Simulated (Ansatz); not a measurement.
System: TeI2 (charge +1, doublet). SMILES of the parent species: I[Te]I
Structure (B3LYP-D3(BJ)/def2-TZVP (Ansatz, a first-principles code) minimum search):
```xyz
3

Te     0.0442     0.0179     1.0840
I      0.9639    -1.8555    -0.5414
I     -1.0073     1.8379    -0.5221
```
Charge +1, spin multiplicity 2.

Problem. Give the harmonic wavenumbers at B3LYP-D3(BJ)/def2-TZVP (Ansatz, finite differences of forces, unscaled).

Solution. 67, 215, 222 cm⁻¹. Zero-point energy 0.7 kcal/mol.

Problem. From these and the geometry, give the ideal-gas thermochemistry at 298.15 K and 1 atm (rigid rotor, harmonic oscillator).

Solution. Point group C2v, rotational symmetry number 2. Rotational constants 2.275, 0.4544, 0.3788 GHz. S(trans) 43.71, S(rot) 29.71, S(vib) 8.18, S(elec, spin only) 1.38, S 83.0 cal/(mol K). H(298) - H(0) 3.54 kcal/mol; G - E(el) -20.5 kcal/mol.
